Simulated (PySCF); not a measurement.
BiCl2 (SMILES [Cl][Bi+][Cl]), charge +1, singlet, geometry from GFN2-xTB (such geometries of metal compounds can be far from the true shape) (core potentials on Bi). Base run: DF-CAMB3LYP/def2-SV(P) (PySCF).

The PySCF input:
```python
from pyscf import gto, scf, dft

mol = gto.M(
    atom='''
Bi    0.31097613   -0.02872197    0.36220955
Cl    0.55868221    0.40037284   -1.98945602
Cl   -2.07697743   -0.26014204    0.22102113
''',
    basis='def2-sv(p)',
    ecp={'Bi': 'def2-sv(p)'},
    charge=1,
    verbose=4,
)

mf = dft.RKS(mol)
mf.xc = 'camb3lyp'
mf = mf.density_fit(auxbasis='def2-universal-jkfit')
mf.kernel()
```

Each row names what was changed in the base input (with any setting that the change needs).

| change | basis functions | E (Eh) | HOMO (eV) | HOMO-LUMO gap (eV) | core-seconds (rough) |
|---|---|---|---|---|---|
| base | 62 | -1134.49837 | -15.60 | 6.29 | 4 |
| basis = LANL2DZ | 24 | -35.00107 | -16.04 | 6.16 | 2 |
| basis = def2-SVP | 62 | -1134.49837 | -15.60 | 6.29 | 4 |
| basis = def2-SVPD | 86 | -1134.51469 | -15.74 | 6.34 | 5 |
| basis = def2-TZVP | [?] | [?] | -15.69 | 6.37 | 8 |
| basis = def2-TZVPP | [?] | [?] | -15.69 | 6.37 | 9 |
| basis = def2-TZVPD | 148 | -1134.83609 | -15.70 | 6.38 | 10 |
| basis = def2-QZVP | 222 | -1134.86692 | -15.70 | 6.39 | 20 |
| basis = def2-QZVPP | 222 | -1134.86692 | -15.70 | 6.39 | 20 |

Problem. Fill in the missing entries.

Solution. 
- basis = def2-TZVP, basis functions: 124
- basis = def2-TZVP, E (Eh): -1134.83481
- basis = def2-TZVPP, basis functions: 134
- basis = def2-TZVPP, E (Eh): -1134.83493

Totals compare only among sets that treat the same electrons; sets with core potentials leave the core out.
